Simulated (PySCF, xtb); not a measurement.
disilanyl(ethenyl)silane (C₂H₁₀Si₃), SMILES C=C[SiH2][SiH2][SiH3]. One conformer was computed; it need not be the lowest.

Harmonic wavenumbers (cm⁻¹) from GFN2-xTB (xtb) at its own minimum, in rising order: 15, 26, 32, 88, 132, 278, 329, 382, 400, 436, 452, 469, 500, 557, 583, 610, 683, 716, 786, 808, 818, 829, 843, 913, 1007, 1029, 1277, 1424, 1667, 2139, 2147, 2180, 2191, 2226, 2230, 2238, 3021, 3067, 3093.

What does PBE-D3(BJ)/def2-SVP (PySCF) give at its own minimum? (Estimate from the structure and the level; the computed values follow.)

24, 47, 91, 100, 144, 259, 316, 377, 409, 435, 453, 519, 534, 626, 663, 674, 717, 758, 834, 871, 887, 903, 905, 936, 979, 1000, 1228, 1369, 1615, 2131, 2140, 2144, 2148, 2153, 2162, 2167, 3048, 3066, 3142. Paired by order, the mean absolute difference is 38 cm⁻¹ and the zero-point energies are 60.9 and 61.4 kcal/mol.
